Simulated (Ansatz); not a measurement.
Relaxation of C₃H₉FSi (14 atoms, charge 0, multiplicity 1), to a largest force component of 0.02 eV/Å in at most 40 steps.

Level of theory: RKS PBE-D4/def2-SVP in Ansatz 0.2.0.

```xyz
14
Properties=species:S:1:pos:R:3:forces:R:3
Si 0.000 0.000 0.000 0.06 0.05 -2.39
F 0.000 0.000 1.590 0.00 -0.03 2.25
C 1.763 0.000 -0.623 0.11 -0.04 0.21
H 2.111 -1.046 -0.751 0.18 0.13 0.00
H 1.812 0.528 -1.598 0.13 -0.08 0.04
H 2.415 0.519 0.111 0.13 -0.01 -0.16
C -0.881 1.526 -0.623 -0.11 0.12 0.20
H -1.933 1.272 -0.867 0.01 0.22 0.01
H -0.862 2.311 0.162 -0.08 0.11 -0.16
H -0.370 1.903 -1.534 -0.15 0.07 0.04
C -0.881 -1.526 -0.623 -0.03 -0.14 0.05
H -1.380 -2.038 0.226 -0.06 -0.10 -0.14
H -1.641 -1.233 -1.377 0.01 -0.20 0.03
H -0.145 -2.215 -1.088 -0.20 -0.10 0.02
```

Problem. Where does it end, and by what steps?

Solution. The forces met the threshold. The force dipped under the threshold on the way, but the program's further checks kept it going. After 11 steps the energy has fallen by 0.276 eV; H13 moved furthest, 0.89 Å.

```json
{"step": "0", "energy less start (eV)": "0.0000", "largest force component (eV/Å)": "2.388", "accepted": "yes"}
{"step": "1", "energy less start (eV)": "-0.1313", "largest force component (eV/Å)": "1.329", "accepted": "yes"}
{"step": "2", "energy less start (eV)": "-0.1842", "largest force component (eV/Å)": "0.292", "accepted": "yes"}
{"step": "3", "energy less start (eV)": "-0.2261", "largest force component (eV/Å)": "0.080", "accepted": "yes"}
{"step": "4", "energy less start (eV)": "-0.2308", "largest force component (eV/Å)": "0.420", "accepted": "yes"}
{"step": "5", "energy less start (eV)": "-0.2673", "largest force component (eV/Å)": "0.053", "accepted": "yes"}
{"step": "6", "energy less start (eV)": "-0.2734", "largest force component (eV/Å)": "0.072", "accepted": "yes"}
{"step": "7", "energy less start (eV)": "-0.2557", "largest force component (eV/Å)": "0.628", "accepted": "no"}
{"step": "8", "energy less start (eV)": "-0.2730", "largest force component (eV/Å)": "0.196", "accepted": "no"}
{"step": "9", "energy less start (eV)": "-0.2745", "largest force component (eV/Å)": "0.010", "accepted": "yes"}
{"step": "10", "energy less start (eV)": "-0.2753", "largest force component (eV/Å)": "0.076", "accepted": "yes"}
{"step": "11", "energy less start (eV)": "-0.2757", "largest force component (eV/Å)": "0.015", "accepted": "yes"}
```

```xyz
14
Properties=species:S:1:pos:R:3
Si 0.008 -0.045 -0.070
F 0.036 -0.218 1.577
C 1.794 0.044 -0.647
H 2.351 -0.871 -0.359
H 1.850 0.143 -1.751
H 2.315 0.915 -0.200
C -0.923 1.543 -0.444
H -1.965 1.495 -0.066
H -0.428 2.415 0.029
H -0.967 1.730 -1.538
C -0.875 -1.549 -0.769
H -1.906 -1.628 -0.366
H -0.946 -1.490 -1.875
H -0.336 -2.485 -0.513
```

Whether the end is a true minimum wasn't checked by a vibrational analysis.

The run took 28 s on 2 threads of Arm Neoverse V2, on a shared host, peak memory 0.16 GiB.
